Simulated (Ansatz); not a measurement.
A short molecular-dynamics run on `N#CCB(O)F`.

```yaml
crystal:
  periodic: [false, false, false]
  atoms:
    - {symbol: N, position_ang: [-1.444517, -0.416121, 2.447446]}
    - {symbol: C, position_ang: [-0.648837, -0.413945, 1.618101]}
    - {symbol: C, position_ang: [0.346090, -0.410642, 0.567277]}
    - {symbol: B, position_ang: [-0.059272, 0.384660, -0.737581]}
    - {symbol: O, position_ang: [0.728030, 0.269262, -1.823743]}
    - {symbol: F, position_ang: [-1.134758, 1.162102, -0.764723]}
    - {symbol: H, position_ang: [0.595133, -1.440881, 0.294843]}
    - {symbol: H, position_ang: [1.274880, 0.024426, 0.954701]}
    - {symbol: H, position_ang: [0.431749, 0.794939, -2.573319]}
basis:
  gaussian: {orbitals: def2-SVP}
hamiltonian: {xc: {name: r2SCAN}, dispersion: d3bj}
md: {timestep: 2 fs, n_steps: 50, ensemble: nve, temperature: 1000, initial_velocities: maxwell_boltzmann, seed: 912}
```

```sh
$ ansatz run in.yaml --threads 4 --pin off --events-out ev --progress --plain --max-ram 10444MiB
```

```json
{"step": "0", "time (fs)": "0.0", "potential energy (eV)": "-9044.3029", "kinetic (eV)": "0.9048", "T (K)": "1000", "conserved (eV)": "-9043.3980"}
{"step": "1", "time (fs)": "2.0", "potential energy (eV)": "-9043.7864", "kinetic (eV)": "0.6413", "T (K)": "709", "conserved (eV)": "-9043.1451"}
{"step": "2", "time (fs)": "4.0", "potential energy (eV)": "-9043.7150", "kinetic (eV)": "0.6080", "T (K)": "672", "conserved (eV)": "-9043.1070"}
{"step": "3", "time (fs)": "6.0", "potential energy (eV)": "-9043.6122", "kinetic (eV)": "0.4996", "T (K)": "552", "conserved (eV)": "-9043.1126"}
{"step": "4", "time (fs)": "8.0", "potential energy (eV)": "-9043.6790", "kinetic (eV)": "0.4671", "T (K)": "516", "conserved (eV)": "-9043.2119"}
{"step": "5", "time (fs)": "10.0", "potential energy (eV)": "-9043.2856", "kinetic (eV)": "0.5132", "T (K)": "567", "conserved (eV)": "-9042.7723"}
{"step": "6", "time (fs)": "12.0", "potential energy (eV)": "-9043.2640", "kinetic (eV)": "1.0018", "T (K)": "1107", "conserved (eV)": "-9042.2622"}
{"step": "7", "time (fs)": "14.0", "potential energy (eV)": "-9042.5430", "kinetic (eV)": "0.3457", "T (K)": "382", "conserved (eV)": "-9042.1973"}
{"step": "8", "time (fs)": "16.0", "potential energy (eV)": "-9043.3362", "kinetic (eV)": "1.0417", "T (K)": "1151", "conserved (eV)": "-9042.2945"}
{"step": "9", "time (fs)": "18.0", "potential energy (eV)": "-9042.8582", "kinetic (eV)": "0.3740", "T (K)": "413", "conserved (eV)": "-9042.4842"}
{"step": "10", "time (fs)": "20.0", "potential energy (eV)": "-9043.5596", "kinetic (eV)": "0.6373", "T (K)": "704", "conserved (eV)": "-9042.9223"}
{"step": "11", "time (fs)": "22.0", "potential energy (eV)": "-9043.0977", "kinetic (eV)": "0.2862", "T (K)": "316", "conserved (eV)": "-9042.8115"}
{"step": "12", "time (fs)": "24.0", "potential energy (eV)": "-9043.4345", "kinetic (eV)": "0.5825", "T (K)": "644", "conserved (eV)": "-9042.8519"}
{"step": "13", "time (fs)": "26.0", "potential energy (eV)": "-9043.4223", "kinetic (eV)": "0.5203", "T (K)": "575", "conserved (eV)": "-9042.9020"}
{"step": "14", "time (fs)": "28.0", "potential energy (eV)": "-9043.8707", "kinetic (eV)": "0.6523", "T (K)": "721", "conserved (eV)": "-9043.2183"}
{"step": "15", "time (fs)": "30.0", "potential energy (eV)": "-9043.4844", "kinetic (eV)": "0.3977", "T (K)": "439", "conserved (eV)": "-9043.0867"}
{"step": "16", "time (fs)": "32.0", "potential energy (eV)": "-9043.8783", "kinetic (eV)": "0.6979", "T (K)": "771", "conserved (eV)": "-9043.1803"}
{"step": "17", "time (fs)": "34.0", "potential energy (eV)": "-9043.4631", "kinetic (eV)": "0.4642", "T (K)": "513", "conserved (eV)": "-9042.9989"}
{"step": "18", "time (fs)": "36.0", "potential energy (eV)": "-9043.7602", "kinetic (eV)": "0.6228", "T (K)": "688", "conserved (eV)": "-9043.1374"}
{"step": "19", "time (fs)": "38.0", "potential energy (eV)": "-9043.5886", "kinetic (eV)": "0.4818", "T (K)": "533", "conserved (eV)": "-9043.1068"}
{"step": "20", "time (fs)": "40.0", "potential energy (eV)": "-9043.8064", "kinetic (eV)": "0.6165", "T (K)": "681", "conserved (eV)": "-9043.1899"}
{"step": "21", "time (fs)": "42.0", "potential energy (eV)": "-9043.2588", "kinetic (eV)": "0.5252", "T (K)": "580", "conserved (eV)": "-9042.7336"}
{"step": "22", "time (fs)": "44.0", "potential energy (eV)": "-9043.2238", "kinetic (eV)": "0.8723", "T (K)": "964", "conserved (eV)": "-9042.3515"}
{"step": "23", "time (fs)": "46.0", "potential energy (eV)": "-9042.8150", "kinetic (eV)": "0.4979", "T (K)": "550", "conserved (eV)": "-9042.3170"}
{"step": "24", "time (fs)": "48.0", "potential energy (eV)": "-9043.6876", "kinetic (eV)": "1.2307", "T (K)": "1360", "conserved (eV)": "-9042.4569"}
{"step": "25", "time (fs)": "50.0", "potential energy (eV)": "-9042.3476", "kinetic (eV)": "0.5335", "T (K)": "590", "conserved (eV)": "-9041.8141"}
{"step": "26", "time (fs)": "52.0", "potential energy (eV)": "-9042.7865", "kinetic (eV)": "2.0051", "T (K)": "2216", "conserved (eV)": "-9040.7814"}
{"step": "27", "time (fs)": "54.0", "potential energy (eV)": "-9041.3448", "kinetic (eV)": "0.6046", "T (K)": "668", "conserved (eV)": "-9040.7402"}
{"step": "28", "time (fs)": "56.0", "potential energy (eV)": "-9041.1953", "kinetic (eV)": "0.4727", "T (K)": "522", "conserved (eV)": "-9040.7226"}
{"step": "29", "time (fs)": "58.0", "potential energy (eV)": "-9042.5655", "kinetic (eV)": "1.8015", "T (K)": "1991", "conserved (eV)": "-9040.7640"}
{"step": "30", "time (fs)": "60.0", "potential energy (eV)": "-9043.1840", "kinetic (eV)": "1.1158", "T (K)": "1233", "conserved (eV)": "-9042.0681"}
{"step": "31", "time (fs)": "62.0", "potential energy (eV)": "-9043.0699", "kinetic (eV)": "1.1494", "T (K)": "1270", "conserved (eV)": "-9041.9205"}
{"step": "32", "time (fs)": "64.0", "potential energy (eV)": "-9042.3493", "kinetic (eV)": "2.0564", "T (K)": "2273", "conserved (eV)": "-9040.2930"}
{"step": "33", "time (fs)": "66.0", "potential energy (eV)": "-9040.9356", "kinetic (eV)": "0.6488", "T (K)": "717", "conserved (eV)": "-9040.2868"}
{"step": "34", "time (fs)": "68.0", "potential energy (eV)": "-9040.9113", "kinetic (eV)": "0.5746", "T (K)": "635", "conserved (eV)": "-9040.3367"}
{"step": "35", "time (fs)": "70.0", "potential energy (eV)": "-9041.6355", "kinetic (eV)": "1.3596", "T (K)": "1503", "conserved (eV)": "-9040.2759"}
{"step": "36", "time (fs)": "72.0", "potential energy (eV)": "-9043.6512", "kinetic (eV)": "2.8884", "T (K)": "3192", "conserved (eV)": "-9040.7628"}
{"step": "37", "time (fs)": "74.0", "potential energy (eV)": "-9027.6860", "kinetic (eV)": "58.5228", "T (K)": "64679", "conserved (eV)": "-8969.1632"}
{"step": "38", "time (fs)": "76.0", "potential energy (eV)": "-9036.4808", "kinetic (eV)": "289.8591", "T (K)": "320350", "conserved (eV)": "-8746.6216"}
{"step": "39", "time (fs)": "78.0", "potential energy (eV)": "-9036.2578", "kinetic (eV)": "289.6012", "T (K)": "320065", "conserved (eV)": "-8746.6566"}
{"step": "40", "time (fs)": "80.0", "potential energy (eV)": "-9036.0873", "kinetic (eV)": "289.3347", "T (K)": "319770", "conserved (eV)": "-8746.7526"}
{"step": "41", "time (fs)": "82.0", "potential energy (eV)": "-9035.1721", "kinetic (eV)": "288.4667", "T (K)": "318811", "conserved (eV)": "-8746.7054"}
{"step": "42", "time (fs)": "84.0", "potential energy (eV)": "-9033.8811", "kinetic (eV)": "287.1937", "T (K)": "317404", "conserved (eV)": "-8746.6874"}
{"step": "43", "time (fs)": "86.0", "potential energy (eV)": "-9032.4318", "kinetic (eV)": "285.8118", "T (K)": "315877", "conserved (eV)": "-8746.6200"}
{"step": "44", "time (fs)": "88.0", "potential energy (eV)": "-9031.6308", "kinetic (eV)": "284.9854", "T (K)": "314964", "conserved (eV)": "-8746.6453"}
{"step": "45", "time (fs)": "90.0", "potential energy (eV)": "-9031.1161", "kinetic (eV)": "284.4270", "T (K)": "314347", "conserved (eV)": "-8746.6890"}
{"step": "46", "time (fs)": "92.0", "potential energy (eV)": "-9030.4648", "kinetic (eV)": "283.8584", "T (K)": "313718", "conserved (eV)": "-8746.6064"}
{"step": "47", "time (fs)": "94.0", "potential energy (eV)": "-9030.3640", "kinetic (eV)": "283.6820", "T (K)": "313523", "conserved (eV)": "-8746.6820"}
{"step": "48", "time (fs)": "96.0", "potential energy (eV)": "-9030.0730", "kinetic (eV)": "283.4178", "T (K)": "313231", "conserved (eV)": "-8746.6552"}
{"step": "49", "time (fs)": "98.0", "potential energy (eV)": "-9029.8801", "kinetic (eV)": "283.2415", "T (K)": "313036", "conserved (eV)": "-8746.6386"}
{"step": "50", "time (fs)": "100.0", "potential energy (eV)": "-9030.0152", "kinetic (eV)": "283.3413", "T (K)": "313147", "conserved (eV)": "-8746.6739"}
```

Velocities are drawn at the set temperature; a run this short doesn't reach equilibrium. This trajectory blows up: temperature and conserved energy run away, a sign of too long a time step or a failed SCF, so its later frames mean nothing.

Frames (Å, forces in eV/Å):

```xyz
9
time=0.0 fs
N    -1.445   -0.416    2.447   -1.184    0.001    1.222
C    -0.649   -0.414    1.618    1.045    0.016   -1.097
C     0.346   -0.411    0.567   -0.228    0.101   -0.008
B    -0.059    0.385   -0.738    0.131   -0.055   -0.066
O     0.728    0.269   -1.824    0.134   -0.163    0.161
F    -1.135    1.162   -0.765   -0.172    0.116    0.009
H     0.595   -1.441    0.295    0.099   -0.286   -0.106
H     1.275    0.024    0.955    0.275    0.121    0.073
H     0.432    0.795   -2.573   -0.101    0.149   -0.188
9
time=4.0 fs
N    -1.434   -0.432    2.419   -2.878   -0.056    2.929
C    -0.621   -0.404    1.630    1.959    0.334   -1.998
C     0.345   -0.436    0.587    2.289    0.606    0.533
B    -0.055    0.367   -0.696   -1.240    1.072   -1.653
O     0.695    0.273   -1.802    0.599    1.163   -2.879
F    -1.138    1.187   -0.807    0.526   -0.588    0.849
H     0.524   -1.531    0.419    0.477    0.784   -0.332
H     1.351    0.129    0.955   -1.898   -1.509   -0.697
H     0.508    0.849   -2.668    0.166   -1.806    3.248
9
time=8.0 fs
N    -1.450   -0.448    2.417    1.633    0.236   -1.288
C    -0.576   -0.391    1.624   -3.838    0.061    3.573
C     0.368   -0.454    0.611   -2.316   -0.934   -2.419
B    -0.067    0.363   -0.677   -1.300    0.935   -2.026
O     0.672    0.277   -1.790    1.564   -1.355    0.793
F    -1.137    1.207   -0.843    0.609   -0.819    1.336
H     0.525   -1.527    0.490    0.626   -0.189   -0.736
H     1.209    0.045    0.872    3.630    1.458    1.182
H     0.536    0.816   -2.558   -0.607    0.607   -0.417
9
time=12.0 fs
N    -1.452   -0.462    2.406   -0.178    0.271    0.421
C    -0.571   -0.378    1.655   -0.888   -0.446    0.820
C     0.378   -0.474    0.612    1.812    1.901   -0.579
B    -0.097    0.372   -0.686   -0.481    0.302   -0.773
O     0.665    0.260   -1.763    0.770    2.479   -4.750
F    -1.131    1.221   -0.868   -0.103   -0.390    1.411
H     0.615   -1.539    0.455    0.038    0.147   -0.429
H     1.391    0.059    0.898   -1.614   -0.956   -0.350
H     0.442    0.988   -2.641    0.644   -3.309    4.230
9
time=16.0 fs
N    -1.459   -0.473    2.401   -2.922    0.058    2.667
C    -0.576   -0.369    1.695    3.327   -0.805   -3.030
C     0.404   -0.474    0.603    0.086    1.272    0.043
B    -0.132    0.384   -0.706    1.207   -0.862    0.470
O     0.670    0.246   -1.751   -0.178    2.949   -4.482
F    -1.127    1.231   -0.882   -0.983    0.248    1.137
H     0.709   -1.531    0.357   -0.742    0.635    0.093
H     1.413   -0.025    0.894   -1.092   -0.107   -0.222
H     0.358    1.005   -2.545    1.297   -3.389    3.324
9
time=20.0 fs
N    -1.490   -0.482    2.419    2.159    0.617   -1.266
C    -0.548   -0.372    1.705   -1.684   -1.506    0.612
C     0.424   -0.458    0.592   -3.342    1.279   -0.279
B    -0.150    0.384   -0.718    2.305   -1.274    1.111
O     0.687    0.233   -1.755   -1.435    2.391   -2.434
F    -1.129    1.243   -0.887   -0.988    0.218    0.849
H     0.700   -1.453    0.263   -0.528   -0.900   -0.020
H     1.360   -0.090    0.882    1.817    1.336    0.494
H     0.259    0.954   -2.385    1.695   -2.161    0.934
9
time=24.0 fs
N    -1.501   -0.486    2.426    3.187    0.527   -1.861
C    -0.537   -0.393    1.719   -2.728   -1.068    0.949
C     0.410   -0.427    0.579    0.896    0.927    1.019
B    -0.137    0.368   -0.716    1.203    0.366    0.390
O     0.701    0.220   -1.761   -2.193    2.835   -2.748
F    -1.139    1.257   -0.885    0.102   -0.733    0.818
H     0.609   -1.466    0.181   -0.217    0.578    0.698
H     1.488    0.003    0.915   -2.332   -0.786   -0.901
H     0.234    0.940   -2.423    2.082   -2.647    1.635
9
time=28.0 fs
N    -1.481   -0.484    2.416   -1.470   -0.097    1.652
C    -0.556   -0.427    1.741    2.157    0.249   -3.017
C     0.401   -0.385    0.578   -3.683   -1.189    0.753
B    -0.108    0.356   -0.708   -0.634    2.074   -0.745
O     0.706    0.216   -1.774   -0.732    0.728   -1.196
F    -1.148    1.264   -0.876    1.110   -1.536    0.787
H     0.489   -1.418    0.191    0.430   -0.014    0.347
H     1.331    0.006    0.836    2.167    0.663    0.581
H     0.348    0.798   -2.504    0.654   -0.879    0.837
9
time=32.0 fs
N    -1.473   -0.482    2.421   -0.962   -0.253    1.345
C    -0.554   -0.458    1.729    0.837    1.049   -1.755
C     0.355   -0.353    0.589    0.597    0.012    1.012
B    -0.086    0.373   -0.709   -1.452    2.314   -1.477
O     0.711    0.208   -1.788   -0.455    0.824   -1.947
F    -1.148    1.259   -0.862    1.232   -1.399    0.629
H     0.432   -1.381    0.250    0.757   -0.662   -0.248
H     1.393    0.067    0.811   -1.015   -0.705    0.061
H     0.441    0.712   -2.643    0.461   -1.179    2.380
9
time=36.0 fs
N    -1.474   -0.484    2.439    2.417   -0.314   -1.352
C    -0.543   -0.476    1.697   -4.158    1.157    2.913
C     0.310   -0.326    0.608    3.488   -1.324   -1.853
B    -0.084    0.420   -0.731   -0.651    0.595   -0.793
O     0.715    0.199   -1.801   -0.061    0.583   -2.068
F    -1.138    1.244   -0.842    0.293   -0.315    0.227
H     0.481   -1.411    0.282    0.246    1.047   -0.024
H     1.394    0.064    0.819   -1.642   -0.632    0.111
H     0.540    0.593   -2.737    0.067   -0.798    2.840
9
time=40.0 fs
N    -1.453   -0.488    2.446   -0.891   -0.341    1.269
C    -0.578   -0.480    1.696   -0.511    1.066   -0.385
C     0.300   -0.315    0.606   -1.453   -1.063   -2.396
B    -0.089    0.475   -0.763    1.499   -2.027    0.488
O     0.723    0.186   -1.813    0.012    0.109   -0.055
F    -1.127    1.226   -0.820   -1.563    1.367   -0.316
H     0.571   -1.321    0.300    0.003   -0.752   -0.606
H     1.235   -0.003    0.863    3.157    1.518    1.308
H     0.575    0.511   -2.719   -0.253    0.124    0.694
9
time=44.0 fs
N    -1.442   -0.497    2.468   -2.865   -0.300    3.122
C    -0.620   -0.470    1.689    2.346    0.715   -3.514
C     0.289   -0.315    0.578    3.457    0.325    0.572
B    -0.074    0.503   -0.789    1.580   -2.469    1.407
O     0.734    0.168   -1.808   -0.587    1.664   -4.958
F    -1.128    1.218   -0.801   -1.943    1.780   -0.588
H     0.661   -1.309    0.242   -0.382    0.087    0.049
H     1.345    0.082    1.035   -2.242   -0.458   -1.009
H     0.525    0.535   -2.867    0.636   -1.343    4.920
9
time=48.0 fs
N    -1.455   -0.508    2.517    2.423    0.105   -2.410
C    -0.640   -0.451    1.646   -2.742   -0.088    1.675
C     0.316   -0.311    0.554    0.712   -0.460    0.310
B    -0.038    0.496   -0.795   -0.623   -1.107    1.650
O     0.744    0.155   -1.817   -0.725    1.739   -4.649
F    -1.142    1.224   -0.787    0.054    0.499   -0.704
H     0.699   -1.301    0.184   -0.371    0.378    0.465
H     1.184    0.120    1.081    0.396    0.223   -0.368
H     0.483    0.538   -2.810    0.876   -1.290    4.029
9
time=52.0 fs
N    -1.447   -0.519    2.544    2.420    0.304   -3.038
C    -0.689   -0.433    1.619   -1.758   -0.424    1.577
C     0.349   -0.313    0.533   -1.524    1.048    2.064
B    -0.010    0.473   -0.779   -1.998    0.201    0.449
O     0.761    0.140   -1.823   -2.104    2.890   -5.232
F    -1.157    1.234   -0.778    1.636   -0.578   -0.616
H     0.693   -1.263    0.186    0.556   -1.168    0.130
H     1.113    0.220    1.105    0.870    0.005   -0.277
H     0.337    0.662   -2.878    1.902   -2.279    4.944
9
time=56.0 fs
N    -1.415   -0.526    2.541   -1.449   -0.138    1.483
C    -0.757   -0.420    1.608    3.350    0.121   -3.228
C     0.361   -0.308    0.535    0.244    0.032    3.312
B    -0.007    0.451   -0.756   -1.813    0.697   -1.405
O     0.775    0.129   -1.827   -2.782    3.075   -3.826
F    -1.159    1.240   -0.775    2.031   -0.984   -0.393
H     0.745   -1.338    0.226   -0.240    1.104    0.749
H     1.199    0.333    1.107   -1.356   -1.542   -1.241
H     0.205    0.808   -3.034    2.016   -2.364    4.549
9
time=60.0 fs
N    -1.395   -0.535    2.549   -0.477    0.079   -0.442
C    -0.788   -0.405    1.564    2.462   -0.031   -0.192
C     0.372   -0.302    0.575   -4.385   -1.124   -0.480
B    -0.029    0.437   -0.751   -0.089   -0.696   -0.686
O     0.761    0.149   -1.868    2.405   -3.915    8.991
F    -1.144    1.238   -0.774    1.641   -0.827   -0.477
H     0.774   -1.290    0.363    0.039   -0.430   -0.110
H     1.137    0.257    0.961    2.394    1.763    1.771
H     0.390    0.582   -2.487   -3.989    5.180   -8.376
9
time=64.0 fs
N    -1.379   -0.543    2.552    1.101    0.541   -3.607
C    -0.788   -0.392    1.518   -0.444   -0.517    4.733
C     0.342   -0.302    0.616    1.137    1.196   -0.772
B    -0.053    0.415   -0.757    1.115   -0.956   -0.656
O     0.757    0.147   -1.851   -3.973    4.088   -2.914
F    -1.117    1.229   -0.778    0.463   -0.183   -0.325
H     0.807   -1.293    0.493   -0.246   -0.107   -0.290
H     1.268    0.325    0.987   -1.838   -0.734    0.006
H     0.180    0.895   -2.761    2.685   -3.327    3.827
9
time=68.0 fs
N    -1.355   -0.545    2.520   -1.474   -0.080    0.691
C    -0.791   -0.384    1.525    1.112    0.048    1.086
C     0.320   -0.290    0.647    1.798   -0.508   -1.767
B    -0.063    0.380   -0.771    0.934   -0.317    0.028
O     0.735    0.159   -1.831   -2.290    2.781   -3.177
F    -1.086    1.219   -0.784   -0.418    0.230   -0.154
H     0.805   -1.318    0.575   -0.619    0.891   -0.286
H     1.189    0.326    1.041   -1.045   -0.194    0.051
H     0.078    1.085   -2.958    2.002   -2.850    3.528
9
time=72.0 fs
N    -1.348   -0.549    2.497   -3.655   -0.703    4.444
C    -0.778   -0.376    1.545    2.399    0.446   -2.624
C     0.314   -0.284    0.652   -1.236    0.488   -2.467
B    -0.060    0.340   -0.782   -0.022    0.342    2.334
O     0.690    0.200   -1.844   -0.221    1.366   -3.731
F    -1.058    1.211   -0.792   -0.771    0.307   -0.122
H     0.733   -1.253    0.613    0.906   -1.506   -0.358
H     1.014    0.344    1.134    1.325    1.126    0.524
H     0.297    0.820   -2.594    1.274   -1.866    2.002
9
time=76.0 fs
N    -1.374   -0.558    2.514   -0.177    0.318   -0.692
C    -0.742   -0.363    1.542   -1.925   -0.808    2.242
C     0.300   -0.276    0.629    3.136   -0.658    2.738
B    -0.056    0.305   -0.766   -2.469    2.350    1.835
O     0.739    0.062   -1.656    3.303   -1.506   -4.041
F    -1.035    1.205   -0.800   -1.009    0.392    0.114
H     0.757   -1.325    0.601   -0.092    1.360   -0.190
H     0.994    0.482    1.265   -0.772   -1.433   -2.026
H    -0.854    3.332   -5.639    0.005   -0.015    0.021
9
time=80.0 fs
N    -1.405   -0.565    2.525    0.900    0.654   -2.029
C    -0.729   -0.361    1.567   -2.704   -1.442    3.213
C     0.319   -0.273    0.634   -0.754   -1.843    3.177
B    -0.082    0.302   -0.723    0.354    0.674   -0.859
O     0.914   -0.282   -1.269    0.276    0.254   -3.217
F    -1.020    1.201   -0.809   -0.599    0.531   -0.860
H     0.791   -1.246    0.566    0.497   -0.301    0.299
H     0.899    0.444    1.131    2.030    1.473    0.276
H    -3.555    8.889  -12.399    0.000    0.000    0.000
9
time=84.0 fs
N    -1.429   -0.565    2.519   -2.686   -0.409    2.614
C    -0.745   -0.376    1.628    2.286   -0.208   -1.718
C     0.333   -0.287    0.682   -0.416    2.240    3.890
B    -0.105    0.305   -0.685    4.966   -4.119    0.458
O     1.094   -0.622   -0.919   -3.300    3.397   -5.245
F    -1.009    1.201   -0.825   -0.300    0.627   -1.510
H     0.902   -1.215    0.583    0.108   -0.553    1.371
H     1.039    0.557    0.991   -0.659   -0.973    0.141
H    -6.256   14.446  -19.159    0.000    0.000    0.000
9
time=88.0 fs
N    -1.479   -0.569    2.536   -1.894   -0.330    1.399
C    -0.737   -0.394    1.673    1.295    0.108    0.152
C     0.339   -0.278    0.775    0.878    2.849    1.612
B    -0.064    0.256   -0.640    1.843   -2.542    2.186
O     1.245   -0.933   -0.617   -1.633    1.786   -5.692
F    -1.000    1.205   -0.852    2.139   -1.694   -1.079
H     1.030   -1.268    0.781   -0.959    1.199    0.487
H     1.138    0.595    0.909   -1.669   -1.376    0.934
H    -8.957   20.003  -25.919    0.000    0.000    0.000
9
time=92.0 fs
N    -1.548   -0.576    2.567    1.716    0.203   -2.267
C    -0.716   -0.412    1.722   -3.714   -0.010    4.645
C     0.351   -0.237    0.888   -2.321   -0.951   -0.892
B     0.004    0.171   -0.567   -0.964   -0.203    1.018
O     1.379   -1.226   -0.368   -1.231    1.339   -3.595
F    -0.973    1.196   -0.888    3.874   -3.686    0.000
H     1.031   -1.164    1.055    0.052    0.014   -0.638
H     1.049    0.486    0.971    2.587    3.295    1.729
H   -11.658   25.560  -32.679    0.000    0.000    0.000
9
time=96.0 fs
N    -1.602   -0.582    2.578   -0.954   -0.448    0.610
C    -0.736   -0.428    1.824   -0.758    1.001    0.978
C     0.348   -0.192    0.995    1.884    2.997    0.614
B     0.061    0.083   -0.479   -1.626    1.507    0.140
O     1.501   -1.505   -0.155   -1.438    1.581   -2.096
F    -0.916    1.158   -0.924    4.168   -4.535    0.795
H     1.039   -1.055    1.240    0.704   -0.717   -1.013
H     1.156    0.675    1.256   -1.980   -1.387   -0.027
H   -14.359   31.116  -39.439    0.000    0.000    0.000
9
time=100.0 fs
N    -1.669   -0.593    2.596   -3.755   -0.951    2.756
C    -0.763   -0.432    1.938    3.514    1.433   -2.788
C     0.365   -0.115    1.109    0.847    0.121    1.608
B     0.094    0.015   -0.389   -2.036    2.653   -0.456
O     1.609   -1.769    0.038   -1.716    2.072   -0.610
F    -0.826    1.082   -0.954    3.845   -4.635    1.329
H     1.138   -1.040    1.269    0.039   -0.204   -1.314
H     1.020    0.708    1.551   -0.737   -0.488   -0.524
H   -17.060   36.673  -46.199    0.000    0.000    0.000
```

Hardware: 4 threads of an Arm Neoverse V1 on a shared host. Wall time 95 s, peak host memory 0.5 GiB.
